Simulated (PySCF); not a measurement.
Compound: C5H13BO2Si.
SMILES with atom numbers: `[CH3:1][O:2][B:3]([O:4][CH3:5])[CH:6]1[CH2:7][SiH2:8][CH2:9]1` (hydrogens: H10, H11, H12 on C1; H13, H14, H15 on C5; H16 on C6; H17, H18 on C7; H19, H20 on Si8; H21, H22 on C9)

Level: PBE0/pcSseg-1 in PySCF, non-relativistic, on one gas-phase PBE0-D3(BJ)/def2-SVP geometry that isn't relaxed in the solvent. The solvent is an IEF-PCM continuum (cavity from Bondi-type radii × 1.2). The model holds no explicit solvent molecules, cavitation or dispersion.

Gas phase at PBE0/pcSseg-1: HOMO -7.41 eV, LUMO 0.49 eV, dipole 1.77 D.

Problem. What does the continuum do to the energy, the frontier levels and the dipole at PBE0/pcSseg-1 in acetone and water?

Solution. 
```
solvent      ε  E(solvent) − E(gas) (kJ/mol)  polarisation term (kJ/mol)  distortion of the solute (kJ/mol)  HOMO (eV)  LUMO (eV)  dipole (D)
acetone  20.49                        -12.98                      -14.66                               1.68      -7.40       0.50        2.28
  water  78.36                        -13.88                      -15.82                               1.94      -7.41       0.50        2.32
```

Polarisation term: ½ Σ q·V over the induced surface charges. Distortion: the rise of the solute's own energy as its density leaves the gas-phase optimum. From acetone to water the lowering changes by a factor 1.07, Onsager's factor (ε − 1)/(2ε + 1) by 1.06 and ε itself by 3.8.

Problem. Which radius a makes the point-dipole formula ΔE = −[(ε − 1)/(2ε + 1)]·μ²/a³ give the value in water, with the gas-phase dipole?

Solution. μ = 0.697 au and |ΔE| = 0.00528 Eh give a = 1.88 Å; the farthest nucleus lies 4.16 Å from the centroid of the nuclei, so such a sphere wouldn't even hold the nuclei. The formula assumes a rigid point dipole at the centre of a sphere.

Problem. Which Hirshfeld charges (PBE0/pcSseg-1) respond most in acetone (means over atoms taken as equivalent)?

Solution. 
```
   atoms         environment  gas (e)  solvent (e)  change
   O2/O4  boron-bound oxygen   -0.171       -0.181  -0.010
     H16    methine hydrogen   +0.034       +0.040  +0.006
     H19       Si–H hydrogen   -0.084       -0.088  -0.004
H10 (×6)     methyl hydrogen   +0.043       +0.047  +0.004
 H17/H21  methylene hydrogen   +0.034       +0.038  +0.004
     H20       Si–H hydrogen   -0.086       -0.088  -0.002
```

Problem. How do the nuclear quadrupole coupling constants eQVzz/h respond in acetone?

Solution. 
```tsv
nucleus	Q (barn)	gas (MHz)	solvent (MHz)	η gas	η solvent
17O at O2	-0.0256	-9.82	-9.61	0.07	0.07
11B at B3	0.04059	3.25	3.27	0.45	0.45
17O at O4	-0.0256	-9.64	-9.51	0.03	0.04
```

The values belong to the conformer `[CH3:1][O:2][B:3]([O:4][CH3:5])[CH:6]1[CH2:7][SiH2:8][CH2:9]1`: C1–O2–B3–O4 -179°, O2–B3–O4–C5 0°, O2–B3–C6–C7 -70°.
